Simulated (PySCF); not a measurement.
S (sulfur, neutral) across methods

[Ne] 3s2 3p4, high-spin 3P determinant. All numbers are calculated (PySCF 2.14, scalar relativity by spin-free X2C-1e, in x2c-QZVPPall with one added diffuse shell each of s, p, d, f type (10s7p5d3f1g, 86 functions)).

```json
{"method": "PBE", "E (hartree)": "-399.0475", "mean ε 3s β (eV)": "-15.936", "mean ε 3p α (eV)": "-7.691", "mean ε 3p β (eV)": "-6.146", "Σ⟨r²⟩ (bohr²)": "29.23", "⟨S²⟩": "2.004"}
{"method": "wB97M-V", "E (hartree)": "-399.1871", "mean ε 3s β (eV)": "-20.367", "mean ε 3p α (eV)": "-11.183", "mean ε 3p β (eV)": "-9.637", "Σ⟨r²⟩ (bohr²)": "29.39", "⟨S²⟩": "2.003"}
{"method": "r2SCAN", "E (hartree)": "-399.1876", "mean ε 3s β (eV)": "-16.033", "mean ε 3p α (eV)": "-8.115", "mean ε 3p β (eV)": "-6.414", "Σ⟨r²⟩ (bohr²)": "28.98", "⟨S²⟩": "2.008"}
{"method": "BP86", "E (hartree)": "-399.2616", "mean ε 3s β (eV)": "-16.098", "mean ε 3p α (eV)": "-7.745", "mean ε 3p β (eV)": "-6.286", "Σ⟨r²⟩ (bohr²)": "29.16", "⟨S²⟩": "2.004"}
{"method": "UHF", "E (hartree)": "-398.59779", "mean ε 3s β (eV)": "-21.183", "mean ε 3p α (eV)": "-12.589", "mean ε 3p β (eV)": "-10.311", "Σ⟨r²⟩ (bohr²)": "29.12", "⟨S²⟩": "2.013"}
{"method": "LDA", "E (hartree)": "-397.8228", "mean ε 3s β (eV)": "-16.164", "mean ε 3p α (eV)": "-7.733", "mean ε 3p β (eV)": "-6.155", "Σ⟨r²⟩ (bohr²)": "29.33", "⟨S²⟩": "2.003"}
{"method": "PBE0", "E (hartree)": "-399.0786", "mean ε 3s β (eV)": "-17.549", "mean ε 3p α (eV)": "-9.091", "mean ε 3p β (eV)": "-7.407", "Σ⟨r²⟩ (bohr²)": "29.01", "⟨S²⟩": "2.006"}
{"method": "M06-2X", "E (hartree)": "-399.2099", "mean ε 3s β (eV)": "-18.880", "mean ε 3p α (eV)": "-10.212", "mean ε 3p β (eV)": "-8.515", "Σ⟨r²⟩ (bohr²)": "29.11", "⟨S²⟩": "2.005"}
{"method": "B3LYP", "E (hartree)": "-399.2394", "mean ε 3s β (eV)": "-17.382", "mean ε 3p α (eV)": "-8.724", "mean ε 3p β (eV)": "-7.200", "Σ⟨r²⟩ (bohr²)": "29.20", "⟨S²⟩": "2.004"}
```
